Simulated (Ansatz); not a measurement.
Compare A (`FC1([SiH3])C[SiH2]1`) with its isomer B (`FC1C[SiH2][SiH2]1`).

Computed with Ansatz on PBE0-D4/def2-TZVP structures; ΔE is electronic, products minus reactants. CBS: MP2 limit from def2 TZ/QZ plus the TZ coupled-cluster correction, frozen cores. Functionals use def2-TZVPP. B3LYP here is the variant with VWN-RPA as its local correlation; programs differ in this.

(1) Which isomer does CCSD(T)/CBS put lower? Give the gap. (Estimate.)

(2) Give E(B) − E(A) in kJ/mol with B3LYP-D4, LDA (SPW92), PBE0-D4, ωB97M-V, B3LYP, MP2/def2-TZVPP, PBE-D4. (An estimate is asked.)

(3) Does the order hold for the free energy at 298.15 K (harmonic terms from PBE0-D4)? (An estimate is asked.)

Largest T1 diagnostic: 0.013.

Answers

(1) The calculation gave: B, by 77.2 kJ/mol.

(2) Computed: B3LYP-D4 -73.0, LDA (SPW92) -81.1, PBE0-D4 -83.6, ωB97M-V -73.3, B3LYP -71.7, MP2/def2-TZVPP -74.2, PBE-D4 -79.2. None reverses the order clearly.

(3) Ansatz gave: Yes: G(B) − G(A) = -64.4 kJ/mol.

From r2SCAN to r2SCAN0 (25 % exact exchange), in def2-TZVPP and without D4, E(B) − E(A) moves by −4.5 kJ/mol. Leaving LDA and LC-ωPBE aside and taking each functional with its dispersion term where it has one, the values, not all of them listed here, spread over 15.1 kJ/mol, from PBE0-D4 to BLYP-D4.
